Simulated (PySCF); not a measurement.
C₉H₁₆.
Cartesian coordinates in Å at the PBE0-D3(BJ)/def2-SVP level; atoms count from 1:
```
atom  x, y, z in Å
C1    -3.0969   -0.5446    0.2767
C2    -1.6107   -0.8520    0.1777
C3    -0.7421    0.3838    0.2839
C4    -0.7575    1.4320   -0.8481
C5     0.7454    1.6503   -0.6060
C6     0.7857    0.2805    0.1008
C7     1.8111    0.0019    1.2093
C8     2.6776   -0.7326    0.1697
C9     1.4251   -0.8649   -0.7161
H10   -3.3422   -0.0624    1.2368
H11   -3.4154    0.1412   -0.5247
H12   -3.7086   -1.4561    0.1957
H13   -1.4013   -1.3585   -0.7811
H14   -1.3224   -1.5687    0.9676
H15   -0.9361    0.8893    1.2484
H16   -0.9435    0.9503   -1.8222
H17   -1.4310    2.2972   -0.7549
H18    1.4001    1.7979   -1.4795
H19    0.9256    2.4687    0.1095
H20    1.4025   -0.6904    1.9637
H21    2.2394    0.8733    1.7300
H22    3.4258   -0.0622   -0.2798
H23    3.1856   -1.6578    0.4806
H24    1.5332   -0.7215   -1.8031
H25    0.9111   -1.8230   -0.5407
```

The closed-shell ground state was solved at several levels (PySCF, density fitting, gas phase, non-relativistic).

| level | basis functions | total energy (Eh) | HOMO (eV) | LUMO (eV) | gap (eV) | dipole (D) |
| --- | --- | --- | --- | --- | --- | --- |
| B3LYP/def2-SVPD | 308 | -352.3146 | -7.51 | 0.50 | 8.01 | 0.10 |
| PBE0/pcSseg-1 | 233 | -352.0702 | -7.72 | 1.51 | 9.23 | 0.13 |

**Question.** Estimate the row for mPW1PW91/pcSseg-1, a basis of 233 functions; the other rows only guide the guess.

**Answer.** Total energy -352.4273 Eh, HOMO -7.75 eV, LUMO 1.55 eV, gap 9.30 eV, dipole 0.12 D.

**Question.** Over all these levels, which gives the widest orbital gap and which the narrowest?

**Answer.** mPW1PW91/pcSseg-1 (global hybrid, 25 % exact exchange) has the widest, 9.30 eV, and B3LYP/def2-SVPD (global hybrid, 20 % exact exchange) the narrowest, 8.01 eV. Functional and basis both differ between the two, so the spread mixes both effects.

**Question.** How far do the dipole and the HOMO energy spread over the levels?

**Answer.** The dipole runs from 0.10 to 0.13 D (mean 0.11 D) and the HOMO from -7.75 to -7.51 eV.

One conformer stands for the species.
